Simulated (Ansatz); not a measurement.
```yaml
crystal:
  periodic: [false, false, false]
  atoms:
    - {symbol: C, position_ang: [2.474479, -1.176395, 1.652821]}
    - {symbol: O, position_ang: [1.646379, -0.490868, 0.778055]}
    - {symbol: Zr, position_ang: [0.242133, 0.291175, -0.285582]}
    - {symbol: N, position_ang: [1.081788, 1.814669, -1.372671]}
    - {symbol: O, position_ang: [-1.125016, 0.971990, 0.897598]}
    - {symbol: C, position_ang: [-2.031004, 1.722672, 1.627568]}
    - {symbol: O, position_ang: [-0.575978, -0.921254, -1.540792]}
    - {symbol: C, position_ang: [-1.263219, -1.897443, -2.244793]}
    - {symbol: H, position_ang: [2.554040, -2.232818, 1.371387]}
    - {symbol: H, position_ang: [2.091933, -1.123789, 2.678936]}
    - {symbol: H, position_ang: [3.482647, -0.746669, 1.643026]}
    - {symbol: H, position_ang: [0.762559, 2.143275, -2.273183]}
    - {symbol: H, position_ang: [1.888344, 2.359106, -1.100918]}
    - {symbol: H, position_ang: [-1.838886, 1.626384, 2.702833]}
    - {symbol: H, position_ang: [-1.966377, 2.785510, 1.364606]}
    - {symbol: H, position_ang: [-3.057308, 1.387146, 1.436521]}
    - {symbol: H, position_ang: [-0.827397, -2.887908, -2.069805]}
    - {symbol: H, position_ang: [-1.221955, -1.694916, -3.321109]}
    - {symbol: H, position_ang: [-2.317160, -1.929867, -1.944500]}
basis:
  gaussian: {orbitals: ANO-RCC-VTZP}
hamiltonian: {xc: {name: HF}}
correlation: {active_space: {window: {electrons: 6, orbitals: 2}}}
output: {forces: true}
```

```sh
$ ansatz run in.yaml --threads 4 --pin off --events-out ev --progress --plain --max-ram 66560MiB --backend cuda --devices 0, --max-vram 37GiB
```

Shortened log:

```
Functional definition: HF
2613 factors; integrals over basis functions are off by at most 1.2e-3 eV
mean field evaluation 1: about -108723.7145 eV, gradient 7.3e1 eV
mean field evaluation 2: about -108723.9009 eV, gradient 7.3e1 eV
mean field evaluation 4: about -108733.6855 eV, gradient 5.8e0 eV
mean field evaluation 8: about -108733.7928 eV, gradient 6.7e-1 eV
mean field -108733.79387733 eV, -3995.8932225794 hartree, gradient 2.0e-6 eV, S^2 0.000000; 0 other end points of the search recorded, 0 dependent functions left out
reference -108733.79387733 eV, -3995.8932225794 hartree; 50, 50 occupied and 382, 382 virtual orbitals, 2613 factors
Error: 6 electrons in 2 orbitals form no window around the highest filled level of the reference
```

Problem. What is wrong with this run?

Solution. The active space doesn't fit the electrons. The run stopped with an error.
